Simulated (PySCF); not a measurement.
**Electron correlation in Zn²⁺ (zinc, charge +2)**

[Ar] 3d9 4s1, high-spin 3D determinant (an excited configuration). Computed with PySCF 2.14 in def2-TZVPPD (6s6p4d2f1g, 67 functions), with the non-relativistic Hamiltonian (point nucleus). Frozen: [Ne]; 18 electrons correlated.

MP2 pair energies summed by pair of shells (mhartree):

```csv
pair,energy,share (%)
3d-3d,-311.21,48.2
3p-3d,-193.61,30.0
3p-3p,-45.18,7.0
3s-3d,-41.95,6.5
3d-4s,-23.23,3.6
3s-3p,-21.43,3.3
3p-4s,-4.83,0.7
3s-3s,-3.49,0.5
3s-4s,-0.48,0.1
```

Total MP2 correlation energy: -645.39 mhartree.

Same-spin part -214.94 and opposite-spin part -430.45 mhartree; SCS-MP2 scales them by 1/3 and 6/5 to -588.19 mhartree.

This basis was not built for core-valence correlation, so the inner-shell part is incomplete.
